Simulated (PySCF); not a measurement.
C8H9B.
Atom-mapped SMILES: `[CH2:1]=[CH:2][B:3]1[CH:4]=[CH:5][CH:6]=[CH:7][CH:8]=[CH:9]1` (hydrogens: H10, H11 on C1; H12 on C2; H13 on C4; H14 on C5; H15 on C6; H16 on C7; H17 on C8; H18 on C9)

Geometry (PBE0-D3(BJ)/def2-SVP, Å), atoms numbered from 1 in this order:
```xyz
18
C8H9B angstrom
C      3.2164    0.2608    0.0205
C      2.2296   -0.5599   -0.3715
B      0.6921   -0.2998   -0.1924
C      0.1898    1.0813    0.2505
C     -1.0917    1.5042    0.4947
C     -2.3149    0.7797    0.4071
C     -2.5438   -0.5219    0.0380
C     -1.6264   -1.5309   -0.3714
C     -0.2611   -1.4676   -0.4858
H      4.2754    0.0120   -0.1098
H      3.0116    1.2239    0.5025
H      2.5396   -1.5095   -0.8312
H      0.9409    1.8693    0.3948
H     -1.2237    2.5482    0.8061
H     -3.2080    1.3555    0.6718
H     -3.5932   -0.8342    0.0520
H     -2.1072   -2.4840   -0.6257
H      0.1978   -2.4045   -0.8316
```

Level: B3LYP/def2-SVPD in PySCF, non-relativistic, on one gas-phase PBE0-D3(BJ)/def2-SVP geometry that isn't relaxed in the solvent. The solvent is an IEF-PCM continuum (van der Waals radii × 1.2), and excitations are vertical TDDFT with non-equilibrium linear response and a frozen core. Specific hydrogen bonds and non-electrostatic terms are outside this model.

Gas-phase singlets (H = HOMO, L = LUMO):

```json
{"state": "S1", "E (eV)": "3.971", "λ (nm)": "312", "f": "0.057", "leading configurations": "H→L 91%"}
{"state": "S2", "E (eV)": "4.229", "λ (nm)": "293", "f": "0.210", "leading configurations": "H→L+1 82%, H-2→L 15%"}
{"state": "S3", "E (eV)": "5.003", "λ (nm)": "248", "f": "0.010", "leading configurations": "H-3→L 50%, H-1→L 29%, H-4→L 15%"}
{"state": "S4", "E (eV)": "5.125", "λ (nm)": "242", "f": "0.021", "leading configurations": "H-1→L 51%, H-3→L 28%, H-2→L+1 13%"}
{"state": "S5", "E (eV)": "5.179", "λ (nm)": "239", "f": "0.001", "leading configurations": "H-4→L 73%, H-3→L 17%, H-3→L+1 8%"}
```

Problem. Give the list for chloroform (ε = 4.711), n² = 2.09.

Solution. 
| state | E (eV) | λ (nm) | f | leading configurations | change by rank (eV) |
| --- | --- | --- | --- | --- | --- |
| S1 | 3.963 | 313 | 0.117 | H→L 90% | -0.008 |
| S2 | 4.163 | 298 | 0.283 | H→L+1 84%, H-2→L 11% | -0.066 |
| S3 | 4.989 | 249 | 0.008 | H-3→L 57%, H-1→L 22%, H-4→L 17% | -0.014 |
| S4 | 5.147 | 241 | 0.026 | H-1→L 60%, H-3→L 19%, H-2→L+1 14% | +0.022 |
| S5 | 5.170 | 240 | 0.002 | H-4→L 65%, H-3→L 16%, H-3→L+1 16% | -0.009 |

Problem. How do the frontier levels move from gas to chloroform?

Solution. 
```
orbital  gas (eV)  solvent (eV)  change (eV)
 LUMO+2      0.31          0.36        +0.05
 LUMO+1     -1.87         -1.86        +0.01
   LUMO     -2.17         -2.13        +0.04
   HOMO     -6.53         -6.53         0.00
 HOMO-1     -7.86         -7.90        -0.04
 HOMO-2     -8.02         -7.98        +0.04
 HOMO-3     -8.32         -8.28        +0.04
```

The HOMO–LUMO gap goes from 4.36 to 4.40 eV. Rows go by rank; for LUMO+2 the atom shares or the degeneracy differ between the runs, so the row needn't follow one orbital.
